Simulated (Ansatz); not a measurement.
Input file for Ansatz (a first-principles code): R-CCSD(T)/cc-pVDZ on CH6Ge (SMILES [CH3][GeH3]), a point of a torsion scan. The run froze 15 orbitals, filled d shells among them.

Ansatz 0.2 input:
```yaml
crystal:
  periodic: [false, false, false]
  atoms:
    - {symbol: C, position_ang: [-1.04318455, -0.07823779, 0.01884875]}
    - {symbol: Ge, position_ang: [0.91782163, 0.07093369, -0.02554611]}
    - {symbol: H, position_ang: [-1.46115552, 0.53914632, 0.80941525]}
    - {symbol: H, position_ang: [-1.34990456, -1.10535846, 0.19713109]}
    - {symbol: H, position_ang: [-1.47789129, 0.24330322, -0.92374399]}
    - {symbol: H, position_ang: [1.57999348, -1.25055259, 0.19361882]}
    - {symbol: H, position_ang: [1.42799237, 0.99696048, 1.03040484]}
    - {symbol: H, position_ang: [1.40505327, 0.59260464, -1.33827642]}
basis:
  gaussian:
    orbitals: cc-pVDZ
magnetization: {spin_polarized: false}
correlation: {method: ccsd_t, electrons: outside_noble_gas}
scf: {lower_state_search: off}
```

Q: Give the final energy of this run.

A: -2116.9870 hartree (reference determinant -2116.6834, T1 diagnostic 0.008).
